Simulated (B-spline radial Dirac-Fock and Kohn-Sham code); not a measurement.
**Satellites and hypersatellites of the K lines of Pt³¹⁺**

System: platinum as Pt³¹⁺, configuration [Kr] 4d10 4f1.

Calculated with a radial atomic solver, using Dirac-Fock (average of configuration) total-energy differences with a finite nucleus, the Breit interaction including its frequency dependence, and self-energy and vacuum-polarisation corrections. Each two-hole energy is an average over J within one jj subconfiguration, not an observable level; in light atoms, where LS coupling holds, the j-resolved values are not observed lines, and for a K spectator the Kα1 hypersatellite is nearly forbidden. No correlation.

Lines without a spectator: Kα2 (K-L2) 65110.7 eV, Kα1 (K-L3) 66818.5 eV, Kβ3 (K-M2) 75353.5 eV, Kβ1 (K-M3) 75737.4 eV. Shifts in eV with one spectator hole (a dash: not computed, or left out as unreliable):

```tsv
spectator hole	Kα2	Kα1	Kβ3	Kβ1
K (1s)	+1063.7	+1154.2	+1381.5	+1403.2
L2 (2p1/2)	+138.4	+189.3	–	+355.1
L3 (2p3/2)	+98.8	+110.6	+258.0	–
M2 (3p1/2)	–	+30.7	+59.3	+70.7
M3 (3p3/2)	+15.62	–	+49.0	+50.4
M4 (3d3/2)	+5.03	+1.65	–	–
M5 (3d5/2)	-0.72	+3.72	–	–
```
